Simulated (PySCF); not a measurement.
Geometry:
| atom | x (Å) | y (Å) | z (Å) |
| --- | --- | --- | --- |
| C1 | 4.490 | -1.075 | -0.367 |
| C2 | 3.072 | -1.184 | 0.172 |
| C3 | 2.109 | -0.200 | -0.475 |
| C4 | 0.693 | -0.312 | 0.059 |
| C5 | -0.263 | 0.687 | -0.555 |
| O6 | 0.115 | 1.491 | -1.379 |
| C7 | -1.697 | 0.665 | -0.122 |
| C8 | -2.197 | -0.240 | 0.822 |
| C9 | -3.542 | -0.208 | 1.183 |
| C10 | -4.398 | 0.727 | 0.604 |
| C11 | -3.908 | 1.633 | -0.339 |
| C12 | -2.566 | 1.601 | -0.699 |
| H13 | 4.901 | -0.066 | -0.203 |
| H14 | 5.167 | -1.794 | 0.119 |
| H15 | 4.519 | -1.269 | -1.451 |
| H16 | 3.078 | -1.024 | 1.266 |
| H17 | 2.699 | -2.213 | 0.025 |
| H18 | 2.467 | 0.833 | -0.331 |
| H19 | 2.094 | -0.348 | -1.567 |
| H20 | 0.290 | -1.327 | -0.107 |
| H21 | 0.675 | -0.174 | 1.155 |
| H22 | -1.538 | -0.977 | 1.284 |
| H23 | -3.924 | -0.917 | 1.921 |
| H24 | -5.453 | 0.751 | 0.888 |
| H25 | -4.579 | 2.366 | -0.794 |
| H26 | -2.152 | 2.295 | -1.433 |

Geometry: PBE0-D3(BJ)/def2-SVP; GIAO shifts from PySCF 2.14, gas phase, non-relativistic, averaged over equivalent atoms.

At PBE0/pcSseg-1 (274 basis functions):
```csv
atoms,δ (ppm)
C5,200.7
C7,139.6
C10,138.8
C8/C12,134.0
C9/C11,133.6
C4,41.2
C3,28.1
C2,26.0
C1,16.6
O6,631.3
H22/H26,8.28
H24,7.62
H23/H25,7.58
H20/H21,2.79
H18/H19,1.60
H16/H17,1.22
H13/H14/H15,1.13
```

Chemical shifts δ = σref − σ; ¹³C (σref 184.41), ¹H (σref 31.27) vs TMS; H2O for ¹⁷O (σref 334.56), all at this level.

Q: Predict the values at KT3/pcSseg-1 on the same geometry.

A: 
```json
{"atoms": "C5", "δ at KT3/pcSseg-1": "184.6", "change": "-16.1"}
{"atoms": "C7", "δ at KT3/pcSseg-1": "127.7", "change": "-11.9"}
{"atoms": "C10", "δ at KT3/pcSseg-1": "126.2", "change": "-12.6"}
{"atoms": "C8/C12", "δ at KT3/pcSseg-1": "121.6", "change": "-12.4"}
{"atoms": "C9/C11", "δ at KT3/pcSseg-1": "122.0", "change": "-11.6"}
{"atoms": "C4", "δ at KT3/pcSseg-1": "40.1", "change": "-1.1"}
{"atoms": "C3", "δ at KT3/pcSseg-1": "29.6", "change": "+1.5"}
{"atoms": "C2", "δ at KT3/pcSseg-1": "28.3", "change": "+2.3"}
{"atoms": "C1", "δ at KT3/pcSseg-1": "17.6", "change": "+1.0"}
{"atoms": "O6", "δ at KT3/pcSseg-1": "572.5", "change": "-58.8"}
{"atoms": "H22/H26", "δ at KT3/pcSseg-1": "7.91", "change": "-0.37"}
{"atoms": "H24", "δ at KT3/pcSseg-1": "7.26", "change": "-0.36"}
{"atoms": "H23/H25", "δ at KT3/pcSseg-1": "7.25", "change": "-0.33"}
{"atoms": "H20/H21", "δ at KT3/pcSseg-1": "2.82", "change": "+0.03"}
{"atoms": "H18/H19", "δ at KT3/pcSseg-1": "1.60", "change": "+0.00"}
{"atoms": "H16/H17", "δ at KT3/pcSseg-1": "1.30", "change": "+0.08"}
{"atoms": "H13/H14/H15", "δ at KT3/pcSseg-1": "1.13", "change": "+0.00"}
```

Scale: ¹³C (σ = 182.31 ppm) and ¹H (σ = 31.32 ppm) against TMS; ¹⁷O (σ = 329.03 ppm) vs H2O (reference shieldings calculated alike).

The largest change is at O6 (ketone oxygen). Cost: 274 basis functions. The order of the carbon signals changes between the two levels.

Unscaled 17O shifts of doubly bonded oxygen tend to come out too high, by tens of ppm or more. Experimental scales use liquid or dissolved standards, which lie at an offset from isolated H2O (liquid H2O: subtract about 36 ppm).
